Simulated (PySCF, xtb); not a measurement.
AlF2, SMILES [F][Al+][F], charge +1.

Harmonic wavenumbers (cm⁻¹) from xtb with GFN2-xTB at its own minimum, in rising order: 242, 242, 657, 1031.

What does B3LYP-D3(BJ)/def2-TZVP (PySCF) give at its own minimum? (The exact figures need the calculation; the answer reports its results.)

187, 187, 755, 1159. Paired by order, the mean absolute difference is 84 cm⁻¹ and the zero-point energies are 3.1 and 3.3 kcal/mol.
